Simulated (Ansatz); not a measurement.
The lowest singlet and triplet of H4Si2 (SMILES [SiH][SiH3]); geometries from B3LYP-D3(BJ)/def2-TZVP, each state relaxed from the structure named, with no frequency check.
Singlet (charge 0, multiplicity 1):
```xyz
6

Si     1.2119    -0.5179    -0.1456
Si    -1.0145     0.3396     0.0882
H      1.7319     0.8246     0.3530
H     -1.2445     0.7393     1.5043
H     -2.0816    -0.6203    -0.2913
H     -1.1695     1.5521    -0.7624
```

A positive gap puts the triplet lower; no zero-point energy. R- takes a restricted singlet. The triplet is unrestricted in single-reference levels. Active spaces average the two states.

Correlated levels freeze the cores.

Run with Ansatz (an electronic-structure program) with Gaussian orbitals. 

R-PBE/def2-TZVPP gives -19.19 kcal/mol for the gap E(singlet) − E(triplet), vertical, at the singlet's geometry.

Question: Where do these levels fall relative to PBE: R-r2SCAN/def2-TZVPP, R-PBE0/def2-TZVPP, R-wB97M-V/def2-TZVPP, R-B2PLYP/def2-TZVPP, R-MP2/cc-pV(T+d)Z, R-CCSD(T)/cc-pV(T+d)Z, SC-NEVPT2 on SA-CASSCF(2,2)/cc-pV(T+d)Z, FIC-MRCISD+Q on SA-CASSCF(2,2)/cc-pV(T+d)Z.

Answer: R-r2SCAN/def2-TZVPP 4.67; R-PBE0/def2-TZVPP 0.89; R-wB97M-V/def2-TZVPP -6.99; R-B2PLYP/def2-TZVPP -3.27; R-MP2/cc-pV(T+d)Z -0.65; R-CCSD(T)/cc-pV(T+d)Z -3.35; SC-NEVPT2 on SA-CASSCF(2,2)/cc-pV(T+d)Z -4.74; FIC-MRCISD+Q on SA-CASSCF(2,2)/cc-pV(T+d)Z -3.59 kcal/mol. 2 of 8 lie above PBE; the widest gap is to R-wB97M-V/def2-TZVPP.

Doubts at one or more of the structures used: a restricted determinant that unrestricted orbitals would lower (R-r2SCAN/def2-TZVPP, R-B2PLYP/def2-TZVPP, R-MP2/cc-pV(T+d)Z, R-CCSD(T)/cc-pV(T+d)Z).
